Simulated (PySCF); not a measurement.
## Telling isomers of C₈H₉Cl apart by NMR

Computed data (PySCF): shielding tensors at PBE0/pcSseg-1 (GIAO), coordinates at the GFN2-xTB level. Gas phase, non-relativistic Hamiltonian, averaged over atoms made equivalent by symmetry, fast rotation or ring inversion, a single conformation.

References, each an isolated molecule treated in the same way: ¹H and ¹³C against TMS. Where no couplings were computed, multiplicities follow the n + 1 count of equivalent neighbours, and m marks all less simple cases (inequivalent or close neighbours, rings, F or P nearby). Shifts are as computed. Against solution values, carbons near 30 ppm lie about +3 ppm off and those near 130 ppm about +5 ppm; carbons on Cl a further +6 ppm. Of 1211 compounds with measured shifts, 218 miss one by over three times the rms of a fit or turn the order of signals round; such compounds aren't used in these exercises. Carbons bonded to Cl come out too deshielded.

(1) Tabulate the signals of `ClCC1=CC2(C=C1)CC2`, `C[C@@]12C=C[C@@H](C1)C(Cl)=C2`, `C#CC/C=C\C(C)=C/Cl` and their relative energies.

(2) What is the quickest way to tell C[C@@]12C=C[C@@H](C1)C(Cl)=C2 from C#CC/C=C\C(C)=C/Cl?

(3) What is the quickest way to tell ClCC1=CC2(C=C1)CC2 from C#CC/C=C\C(C)=C/Cl?

(4) What is the quickest way to tell ClCC1=CC2(C=C1)CC2 from C[C@@]12C=C[C@@H](C1)C(Cl)=C2?

Answers

(1) 
```tsv
SMILES	carbon types	δC	δH	E rel. (kcal/mol)
ClCC1=CC2(C=C1)CC2	2×C 3×CH 3×CH2	149.2, 148.9, 146.9, 138.5, 47.4, 41.4, 16.0	6.77 (d, 1H), 6.33 (d, 1H), 6.24 (s, 1H), 4.48 (s, 2H), 1.57 (m, 2H), 1.56 (m, 2H)	0.0
C[C@@]12C=C[C@@H](C1)C(Cl)=C2	2×C 4×CH 1×CH2 1×CH3	167.1, 157.6, 153.7, 147.5, 84.2, 61.7, 60.8, 19.2	7.31 (m, 1H), 6.89 (d, 1H), 6.46 (s, 1H), 3.08 (m, 1H), 2.20 (m, 1H), 2.14 (m, 1H), 1.54 (s, 3H)	4.4
C#CC/C=C\C(C)=C/Cl	2×C 4×CH 1×CH2 1×CH3	142.6, 135.4, 134.1, 131.1, 86.9, 77.9, 22.4, 21.9	6.87 (d, 1H), 6.04 (s, 1H), 5.97 (m, 1H), 3.14 (m, 2H), 2.42 (s, 3H), 1.64 (t, 1H)	39.5
```

Energies are electronic energies at PBE0/pcSseg-1 on these geometries, without zero-point or thermal terms, each for the one conformer computed, which needn't be the lowest.

(2) Both give the same number of carbon signals, with the same numbers of each carbon type, so the positions decide. The first has an sp3 CH2 in a ring at 84.2 ppm, the second an allylic sp3 CH2 at 21.9 ppm. Their most deshielded carbons lie at 167.1 and 142.6 ppm. In the proton spectra the most deshielded non-exchanging signals are 7.31 (m, 1H) and 6.87 (d, 1H).

(3) Count the carbon signals: 7 against 8. The first has a three-membered-ring carbon (C) at 41.4 ppm, the second a terminal alkyne carbon (CH) at 77.9 ppm. Their most deshielded carbons lie at 149.2 and 142.6 ppm.

(4) Count the carbon signals: 7 against 8. The first has a three-membered-ring carbon (CH2) at 16.0 ppm, the second an allylic sp3 CH at 61.7 ppm. Their most deshielded carbons lie at 149.2 and 167.1 ppm. In the proton spectra the most deshielded non-exchanging signals are 6.77 (d, 1H) and 7.31 (m, 1H).
